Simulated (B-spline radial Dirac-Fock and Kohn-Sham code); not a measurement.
# Cross section and asymmetry of the 5s subshell of La

System: the La atom, configuration [Xe] 5d1 6s2. The computed 5s threshold is 47.29 eV; without correlation, outer thresholds are uncertain by 1 to 2 eV. With an open shell the threshold is an average over the terms of the final ion.

The computed values come from a radial finite-basis atomic code: independent-particle photoionisation in a Dirac-Hartree-Slater potential with a Latter tail, all multipoles, thresholds from Dirac-Fock ΔSCF. Interchannel coupling and autoionising resonances are not included, so magnitudes near threshold are approximate.

Problem. How do σ and β run from threshold to 400 eV kinetic energy?

Solution. The cross section shows no minimum in this range. Its largest value, 0.158 Mb, lies 27 eV above threshold. β ranges from 1.07 (at 1.5 eV) to 1.97.

| kinetic energy (eV) | σ (Mb) | β |
| --- | --- | --- |
| 1.5 | 0.0955 | 1.07 |
| 2.3 | 0.0992 | 1.15 |
| 3.7 | 0.105 | 1.26 |
| 5.7 | 0.113 | 1.39 |
| 9.0 | 0.124 | 1.53 |
| 14.0 | 0.138 | 1.66 |
| 21.9 | 0.154 | 1.76 |
| 34.2 | 0.157 | 1.84 |
| 53.5 | 0.144 | 1.89 |
| 83.7 | 0.117 | 1.92 |
| 130.9 | 0.0827 | 1.94 |
| 204.6 | 0.0524 | 1.96 |
| 319.9 | 0.0308 | 1.96 |
